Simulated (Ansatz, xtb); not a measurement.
## Isomers of C5H8OSSi in order of energy

4 gas-phase structures of C5H8OSSi, from a drawn sample of its isomers (lower ones may exist). Each was relaxed with GFN2-xTB; where two conformers were screened, the lower at r2SCAN-D4/def2-SVP is listed:

A. `Cc1ccsc1[SiH2]O`, a singlet
B. `Cc1csc([SiH3])c1O`, a singlet
C. `C=C(C)[C@@H]1[SiH2]OC1=S`, a singlet
D. `C#C[C@@H]1S[SiH2]O[C@H]1C`, a singlet

Task: Which do you expect lowest at r2SCAN-D4/def2-SVP, and how would the others follow?

Result: Calculated order at r2SCAN-D4/def2-SVP: A (0.0), B (109.5), C (146.0), D (157.4) kJ/mol.

Energies above the lowest of each column, in kJ/mol; the last columns are at B3LYP-D3(BJ)/def2-SVP geometries and were run for some of them only (a dash: not run or not comparable):

```csv
structure,GFN2-xTB,HF/STO-3G,r2SCAN-D4/def2-SVP,B3LYP-D3(BJ)/def2-SVP,CCSD(T)/def2-SVP + ΔMP2/def2-TZVPP
A,0.0,0.0,0.0,0.0,0.0
B,119.6,33.3,109.5,118.2,153.4
C,120.3,129.6,146.0,141.6,167.2
D,52.6,65.8,157.4,–,–
```

Every level run on A puts it lowest or level with the lowest. Flexible structures stand in one conformer each, not always the lowest. Frequencies (GFN2-xTB) were run for A, B, C alone. The ΔMP2 step shifts differences by up to 29.3 kJ/mol, which makes them less sure. ΔMP2 is the change of the MP2 energy from the smaller to the larger basis.

Over these structures GFN2-xTB departs from r2SCAN-D4/def2-SVP by 37.3 kJ/mol on average once a common shift is removed. A GFN2-xTB relaxation took about 0.17 s and the r2SCAN-D4/def2-SVP energy about 2.8 s on a shared host (Ansatz 0.2.0, xtb 6.7.1).
